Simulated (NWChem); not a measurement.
Species: GaF2, doublet; SMILES [F][Ga][F]

Computed with NWChem. Spin-unrestricted. In the optimisation the excess spin sits in a1 (C2v, its own frame). Coordinates come from a PBE0/def2-SVP, spin-unrestricted optimisation. This spin state was assumed; another may lie lower. No stability test was run on the SCF state. B3LYP is NWChem's, with the RPA form of VWN correlation. Vertical excitations in the gas phase; the lowest state need not have the same character in each row. Excited states of an open shell can be spin-contaminated.

```csv
level,lowest excitation (eV),oscillator strength of that lowest state,"lowest empty minus highest occupied level, either spin (eV)"
"PBE/def2-SVPD, TDA",3.76,0.000,1.23
"B3LYP/def2-SVPD, TDA",?,0.001,?
"BHandHLYP/def2-SVPD, TDA",4.60,0.126,5.25
"LDA (Slater exchange, VWN5)/def2-SVPD, TDA",3.63,0.000,0.99
```

What belongs in the gaps?


- B3LYP/def2-SVPD, TDA, lowest excitation (eV): 4.36
- B3LYP/def2-SVPD, TDA, lowest empty minus highest occupied level, either spin (eV): 2.73
